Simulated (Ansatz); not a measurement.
CH8AlNOSi. The species carries charge 0 and has multiplicity 1. The bonds changed during the relaxation, so this is another structure than the one it started from. The geometry is a stationary point of PBE0-D4/def2-TZVP. It is one conformer, not always the lowest.

```xyz
13

N     1.365   -0.272    0.473
Si    0.423   -0.453   -1.073
C    -1.168    0.202   -0.385
O    -1.920   -0.854    0.247
Al   -0.064    1.121    1.072
H     1.346   -1.090    1.073
H     2.326    0.034    0.393
H     0.472   -1.879   -1.503
H     1.147    0.411   -2.041
H    -1.781    0.840   -1.026
H    -2.326   -1.397   -0.434
H    -0.417    0.835    2.596
H     0.597    2.502    0.608
```

**Question.** What is the dipole moment at B3LYP/def2-TZVPP? (An estimate is asked.)

**Answer.** The calculation gave: 3.97 D, with components (2.13, -2.54, -2.18) D in this frame, pointing from negative to positive charge.

**Question.** And with PBE, r2SCAN, ωB97M-V? (An estimate is asked.)

**Answer.** Ansatz gave: PBE 3.82 D, r2SCAN 3.94 D, ωB97M-V 4.03 D.

**Question.** Give the Mulliken charges with B3LYP, r2SCAN, ωB97M-V in def2-TZVPP. (Best estimate.)

**Answer.** Computed: 
```json
{"atom": "N1", "B3LYP": "-0.24", "r2SCAN": "-0.25", "ωB97M-V": "-0.24"}
{"atom": "Si2", "B3LYP": "0.33", "r2SCAN": "0.34", "ωB97M-V": "0.26"}
{"atom": "C3", "B3LYP": "-0.16", "r2SCAN": "-0.18", "ωB97M-V": "-0.26"}
{"atom": "O4", "B3LYP": "-0.35", "r2SCAN": "-0.35", "ωB97M-V": "-0.32"}
{"atom": "Al5", "B3LYP": "0.34", "r2SCAN": "0.38", "ωB97M-V": "0.30"}
{"atom": "H6", "B3LYP": "0.15", "r2SCAN": "0.16", "ωB97M-V": "0.14"}
{"atom": "H7", "B3LYP": "0.14", "r2SCAN": "0.15", "ωB97M-V": "0.13"}
{"atom": "H8", "B3LYP": "-0.07", "r2SCAN": "-0.07", "ωB97M-V": "-0.02"}
{"atom": "H9", "B3LYP": "-0.06", "r2SCAN": "-0.06", "ωB97M-V": "-0.01"}
{"atom": "H10", "B3LYP": "0.09", "r2SCAN": "0.07", "ωB97M-V": "0.12"}
{"atom": "H11", "B3LYP": "0.18", "r2SCAN": "0.19", "ωB97M-V": "0.17"}
{"atom": "H12", "B3LYP": "-0.18", "r2SCAN": "-0.19", "ωB97M-V": "-0.14"}
{"atom": "H13", "B3LYP": "-0.18", "r2SCAN": "-0.19", "ωB97M-V": "-0.14"}
```

B3LYP here is the variant with VWN-RPA as its local correlation; programs differ in this.
